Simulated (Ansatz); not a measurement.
Start from `COCC=O` and change one atom or group to get `COCS[SiH3]`.

Ansatz, PBE0-D4/def2-TZVP geometries, multiplicity 1. Each molecule was computed in one conformer, which needn't be the lowest.

```
                                          property  `COCC=O`
                 LUMO energy (PBE/def2-TZVPP) / eV     -2.20
                HOMO energy (PBE0/def2-TZVPP) / eV     -7.33
size of the dipole moment (ωB97M-V/def2-TZVPP) / D      2.11
                 HOMO energy (PBE/def2-TZVPP) / eV     -5.76
               LUMO energy (B3LYP/def2-TZVPP) / eV     -1.30
           HOMO–LUMO gap (ωB97M-V/def2-TZVPP) / eV     11.03
```

Q: What does the change do to each property? (Best estimate.)

A: The calculation gave: 
```
                                          property  `COCS[SiH3]`  shift
                 LUMO energy (PBE/def2-TZVPP) / eV         -0.66   1.54
                HOMO energy (PBE0/def2-TZVPP) / eV         -7.15   0.18
size of the dipole moment (ωB97M-V/def2-TZVPP) / D          1.11  -1.00
                 HOMO energy (PBE/def2-TZVPP) / eV         -5.94  -0.18
               LUMO energy (B3LYP/def2-TZVPP) / eV          0.03   1.33
           HOMO–LUMO gap (ωB97M-V/def2-TZVPP) / eV         11.36   0.33
```

With PBE0 the HOMO rises by 0.18 eV and the LUMO rises by 1.25 eV, so the gap widens by about 1.07 eV. PBE moves the HOMO by -0.18 eV and ωB97M-V by 0.37 eV. Dipoles are sizes alone; their direction can turn.

B3LYP here is the variant with VWN-RPA as its local correlation; programs differ in this.
